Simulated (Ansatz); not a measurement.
Basis-set extrapolation for `NBC1N[SiH2]1` (PBE0-D4/def2-TZVP geometry, frozen core, Ansatz). Multiplicity 1, RHF reference.

```json
{"": "HF", "def2-TZVPP": "-464.547649", "def2-QZVPP": "-464.565389"}
{"": "MP2 correlation", "def2-TZVPP": "-0.812156", "def2-QZVPP": "-0.868063"}
{"": "CCSD(T) correlation", "def2-TZVPP": "-0.890008", "def2-QZVPP": "not run"}
```

Energies in hartree. Use E(X) = E(∞) + A·exp(−7.88·√X) for Hartree–Fock and E(X) = E(∞) + B·X^(−2.97) for correlation, with X = 3 and 4, and add CCSD(T) minus MP2 of the smaller set to the MP2 limit.

**Question.** What is the CCSD(T) energy at the basis-set limit?

**Answer.** HF limit: -464.565389 + (-0.017740) × 0.13774 = -464.56783. MP2 limit: -0.868063 + (-0.055907) × 0.74074 = -0.90948. Higher-order term: -0.890008 − (-0.812156) = -0.07785. Total: -465.55516 hartree, 308.5 kJ/mol below CCSD(T)/def2-TZVPP.
